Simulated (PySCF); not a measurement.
H₂O₄W, triplet, at a GFN2-xTB geometry (such geometries of metal compounds can be far from the true shape) (the multiplicity is a formal guess) (core potentials on W). Base run: DF-B3LYP/def2-SVP (PySCF).

Here is a job for PySCF.
```python
from pyscf import gto, scf, dft

mol = gto.Mole()
mol.atom = '''
    W     0.04240221   -0.00034797    0.00654736
    O     1.47055553   -0.30402974   -0.94192485
    O     1.12265489    0.28274869    1.34234469
    O    -1.11938128   -0.73181555   -1.23736704
    H    -1.49000579   -1.16229196   -2.01588576
    O    -1.42857411    0.75272522    0.84393507
    H    -2.00979798    1.19101292    1.47547807
'''
mol.basis = 'def2-svp'
mol.ecp = {'W': 'def2-svp'}
mol.spin = 2
mol.verbose = 3
mol.build()

mf = dft.UKS(mol)
mf.xc = 'b3lyp'
mf = mf.density_fit(auxbasis='def2-universal-jkfit')
mf.kernel()
```

Each row names what was changed in the base input (with any setting that the change needs).

```tsv
change	ΔE vs base (µEh)	grid points	electrons on the grid	outcome
base	0.0	100256	48.00001	converged
grids.radi_method = delley	0.4	103288	48.00001	converged
grids.atom_grid = (50, 194)	94.3	45464	47.99977	converged
grids.atom_grid = (75, 302)	13.1	99872	47.99999	converged
grids.level = 5	4.9	270352	48.00000	converged
small_rho_cutoff = 0	0.0	100256	48.00001	converged
grids.level = 4	5.7	179488	48.00000	converged
grids.prune = dft.gen_grid.sg1_prune	-	-	-	stopped with an error
grids.radi_method = mura_knowles	0.2	93520	48.00001	converged
grids.level = 1	117	34600	47.99976	converged
grids.atom_grid = (150, 974)	4.8	551344	48.00000	converged
```

Open shells are given as the SCF converged; they aren't shown to be the lowest states, and a large step between rows can be another state.

- grids.prune = dft.gen_grid.sg1_prune: ended with `IndexError: index 74 is out of bounds for axis 0 with size 19`
